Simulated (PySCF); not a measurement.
## CaN at UHF-CCSD(T)

Level: UHF-CCSD(T). Ca x2c-TZVPPall, N x2c-TZVPPall; spin-free X2C with a Gaussian nucleus (PySCF 2.14).

| Quantity | Value |
| --- | --- |
| state | ⁴Σ⁻ (quartet), unpaired electrons σ ↑, π ↑↑ |
| bond length | 2.307 Å |
| harmonic wavenumber | 421 cm⁻¹ |
| force constant | 1.08 mdyn/Å |
| rotational constant Be | 0.3054 cm⁻¹ |
| anharmonicity ωexe | 4.43 cm⁻¹ |
| vibration–rotation constant αe | 0.00339 cm⁻¹ |
| well depth De to Ca + N | 15.3 kcal/mol |
| dissociation energy D0 | 14.7 kcal/mol |

Correlated steps freeze 6 core orbitals. The state was picked by a PBE0 search and need not be the measured ground state.
